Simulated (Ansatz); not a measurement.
Geometry optimisation, RKS PBE/def2-SVP in Ansatz 0.2.0.

Input file:

```yaml
crystal:
  periodic: [false, false, false]
  atoms:
    - { symbol: C, position_ang: [-2.34438, 0.32946, -1.06418] }
    - { symbol: Si, position_ang: [-0.86353, -0.02416, -0.31626] }
    - { symbol: B, position_ang: [0.9528, 0.19736, 0.25745] }
    - { symbol: O, position_ang: [1.51616, -0.77194, 1.00693] }
    - { symbol: H, position_ang: [-3.25286, -0.24198, -1.12996] }
    - { symbol: H, position_ang: [1.57014, 1.1719, -0.04502] }
    - { symbol: H, position_ang: [2.42168, -0.66064, 1.29103] }
basis:
  gaussian: { orbitals: def2-SVP }
hamiltonian:
  xc: pbe
relax:
  f_tol: 0.015
  max_steps: 40
```

Run as:

```bash
$ ansatz run input.yaml --threads 1 --pin off --max-ram 2048MiB --backend cpu --events-out ev --progress --plain --runs-dir out
```

Task: Where does it end, and by what steps?

Result: The forces met the threshold. After 9 steps the energy has fallen by 0.357 eV; H5 moved furthest, 0.58 Å.

```csv
step,energy less start (eV),largest force component (eV/Å),accepted
0,0.0000,2.281,yes
1,-0.1691,1.090,yes
2,-0.2388,1.378,yes
3,-0.2920,0.987,yes
4,-0.3342,0.341,yes
5,-0.3528,0.269,yes
6,-0.3564,0.151,yes
7,-0.3572,0.059,yes
8,-0.3574,0.015,yes
9,-0.3574,0.005,yes
```

```xyz
7
Properties=species:S:1:pos:R:3
C -2.216 0.195 -0.958
Si -0.990 -0.502 -0.097
B 0.898 0.059 0.312
O 1.673 -0.757 1.063
H -3.221 0.276 -1.389
H 1.287 1.125 -0.133
H 2.569 -0.396 1.204
```

Whether the end is a true minimum wasn't checked by a vibrational analysis.

Time of the run: 88 s on 1 thread of Intel(R) Xeon(R) Processor @ 2.50GHz (Skylake/Cascade Lake), with other jobs on the host, peak memory 0.16 GiB.
